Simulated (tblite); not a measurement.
C₂H₇OSSi (doublet state).
SMILES with atom numbers: `[SiH3:1][O:2][CH2:3][CH2:4][S:5]` (hydrogens: H6, H7, H8 on Si1; H9, H10 on C3; H11, H12 on C4)

Structure used (GFN2-xTB), in Å, numbered top down from 1:
```xyz
12
C2H7OSSi angstrom
Si    -1.746   -0.296    0.611
O     -0.672    0.866    0.235
C      0.519    0.790   -0.468
C      1.542   -0.135    0.191
S      1.120   -1.866   -0.018
H     -1.219   -1.220    1.619
H     -2.146   -1.056   -0.574
H     -2.786    0.570    1.143
H      0.936    1.804   -0.506
H      0.332    0.449   -1.495
H      2.522    0.018   -0.262
H      1.598    0.075    1.261
```

Computed with GFN2-xTB (tblite): harmonic, unscaled wavenumbers at the GFN2-xTB geometry, gas phase. Against measured fundamentals such values can be off by several per cent, at times by over 20. Modes of hydrogen on silicon can be 10 to 20 % off. One conformer, not necessarily the lowest. Open shells enter through the occupations alone, without spin polarisation, and single modes of such species can be off by tens of per cent.

Harmonic wavenumbers (cm⁻¹): 59.2, 87.5, 167.4, 217.9, 265.3, 454.1, 595.4, 627.4, 703.8, 738.0, 752.0, 795.1, 821.0, 836.9, 978.2, 1008.0, 1097.0, 1171.9, 1208.8, 1256.3, 1332.6, 1400.7, 1471.3, 2211.7, 2256.1, 2335.6, 2896.7, 2917.5, 2972.2, 2976.2.

A = 4826, B = 2151, C = 1592 MHz; mass 106.999 u (most abundant isotopes); point group C1, symmetry number 1; spin multiplicity 2.

What is the zero-point energy?

½Σν̃ = 18306 cm⁻¹ = 218.99 kJ/mol.

Entropy at 298.15 K, 1 bar (ideal gas, RRHO, classical rotation)?

Translation 167.13, rotation 114.50, vibration 74.23, spin (R ln 2) 5.76: S = 361.6 J/(mol K).

And Cp and H(298.15 K) − H(0)?

Cp = 112.31 J/(mol K), of which vibrations give 79.06 (their classical limit is 30 R = 249.4); H(298.15 K) − H(0) = 21.60 kJ/mol without the zero-point energy, 11.69 from vibrations.

How do the functions run with temperature in this model?

```tsv
T (K)	S (J/(mol K))	Cp (J/(mol K))	H − H(0) (kJ/mol)	G − H(0) (kJ/mol)	ln q(vib)
50	235.9	47.3	1.94	-9.86	0.30
100	273.2	61.1	4.67	-22.66	1.05
373.15	389.0	132.0	30.78	-114.38	5.40
500	431.7	159.6	49.35	-166.47	7.41
750	504.1	197.3	94.34	-283.73	11.24
1000	564.4	221.4	146.89	-417.51	14.81
```

q(vib) and H(0) count from the zero-point level.

What must be added to the electronic energy to get the Gibbs energy at 298.15 K and 1 bar?

ZPE + [H(298.15 K) − H(0)] − T·S = 218.99 + 21.60 − 107.82 = 132.77 kJ/mol.

Hindered rotation and anharmonicity are outside this model. Other conformers, if any are populated, would add a mixing term that is left out. The structure is chiral; the term R ln 2 for an equal mix with its mirror image is left out.
